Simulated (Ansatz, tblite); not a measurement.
Removing and adding an electron: the cluster Be₅Se₅ (the lowest singlet isomer of a short search). Charge 0, multiplicity 1. Geometry: PBE-D4/def2-SVP. Ansatz, gas phase; energy differences of separate SCF runs; the oxidised species was run as a doublet alone; the reduced species was run as a doublet alone.

```xyz
10

Be   -0.944   -0.654    1.963
Be   -0.856    1.312   -0.443
Be   -0.204   -1.521   -0.181
Be    1.265    0.923    0.447
Be    0.765    0.204   -1.734
Se    1.955   -0.990   -0.346
Se   -0.493    1.367    1.772
Se   -1.336   -0.385   -1.728
Se   -1.089   -2.573    1.468
Se    0.937    2.317   -1.217
```

The xTB rows come from tblite. The structure comes from a short search, and lower isomers may exist.

Question: Estimate orbital energies and vertical ionisation energies and electron affinities at: GFN1-xTB; GFN2-xTB; PBE-D4/def2-TZVP; r2SCAN-D4/def2-TZVP; PBE0-D4/def2-TZVP.

Answer: 
```csv
level,−HOMO (eV),vertical IE (eV),−LUMO (eV),vertical EA (eV),HOMO–LUMO gap (eV),IE − EA (eV),remarks
GFN1-xTB,8.93,11.53,7.24,4.72,1.69,6.81,–
GFN2-xTB,12.40,14.26,9.54,7.60,2.87,6.65,–
PBE-D4/def2-TZVP,5.68,8.05,3.63,1.80,2.05,6.25,HOMO above zero (-1 doublet)
r2SCAN-D4/def2-TZVP,5.91,8.21,3.38,1.75,2.53,6.46,–
PBE0-D4/def2-TZVP,6.69,8.32,2.95,1.71,3.75,6.60,–
```

   A HOMO above zero means that the electron is unbound at that level or that self-interaction error raises the level; the energy of removing that electron tells which. Raw xTB energy differences between charge states are shifted by several eV; the methods need an empirical correction for them. Sets without diffuse functions give affinities that are too small.
